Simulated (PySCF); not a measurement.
A run for PySCF: R-MP2/6-31G* on C2H7BO (SMILES CB(C)O).

```python
from pyscf import gto, scf, dft, mp
from pyscf.data.elements import chemcore

mol = gto.M(
    atom='''
    C     1.44234795   -0.32278797   -0.22574671
    B     0.07722749    0.30761538    0.23093026
    C    -1.31186045   -0.28055396   -0.23233472
    O     0.14452831    1.39898784    1.05141146
    H     2.30016156    0.31327598   -0.00408567
    H     1.44435132   -0.56103836   -1.29298703
    H     1.59345278   -1.27725312    0.29200786
    H    -1.33144764   -1.37113613   -0.15783243
    H    -2.17443504    0.11216951    0.31340728
    H    -1.46595797   -0.05255376   -1.29320577
    H    -0.71836835    1.73327463    1.31843548
    ''',
    basis='6-31g*',
    cart=True,
    charge=0, spin=0, verbose=3, max_memory=1800)
mf = scf.RHF(mol)
mf.conv_tol = 1e-8
mf.max_cycle = 100
mf.kernel()
if not mf.converged:
    mf = mf.newton().run(mf.mo_coeff, mf.mo_occ)
pt = mp.MP2(mf, frozen=chemcore(mol)).run()
```

Program output:

```
converged SCF energy = -179.422914062487
E(RMP2) = -179.9410155623  E_corr = -0.51810149981316
E(SCS-RMP2) = -179.935850799693  E_corr = -0.512936737206036
```

The run converged.

Cost: roughly 1.6 core-seconds.
